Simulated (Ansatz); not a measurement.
One change: `S[SiH2]Cl` becomes `S[SiH](S)Cl`.

Ansatz, PBE0-D4/def2-TZVP geometries, multiplicity 1. Each molecule was computed in one conformer, which needn't be the lowest.

```
                                                                                  property  `S[SiH2]Cl`
                                        size of the dipole moment (ωB97M-V/def2-TZVPP) / D         1.07
                                                      HOMO–LUMO gap (PBE0/def2-TZVPP) / eV         7.94
                                                     HOMO–LUMO gap (B3LYP/def2-TZVPP) / eV         7.41
                                            zero-point energy (PBE0-D4/def2-TZVP) / kJ/mol         74.7
ideal-gas entropy at 298 K and 1 bar (rigid rotor, harmonic PBE0-D4/def2-TZVP) / J/(mol·K)          304
                                                       LUMO energy (B3LYP/def2-TZVPP) / eV        -0.25
```

(1) Give the same properties after the change, and the shifts. (Best estimate.)

Results:

(1) The calculation gave: 
```tsv
property	`S[SiH](S)Cl`	shift
size of the dipole moment (ωB97M-V/def2-TZVPP) / D	1.14	0.07
HOMO–LUMO gap (PBE0/def2-TZVPP) / eV	7.54	-0.40
HOMO–LUMO gap (B3LYP/def2-TZVPP) / eV	7.01	-0.40
zero-point energy (PBE0-D4/def2-TZVP) / kJ/mol	79.2	4.5
ideal-gas entropy at 298 K and 1 bar (rigid rotor, harmonic PBE0-D4/def2-TZVP) / J/(mol·K)	349	45
LUMO energy (B3LYP/def2-TZVPP) / eV	-0.63	-0.38
```

The zero-point energy changes by 4.5 kJ/mol with +3 modes. Dipoles are sizes alone; their direction can turn.

B3LYP here is the variant with VWN-RPA as its local correlation; programs differ in this.
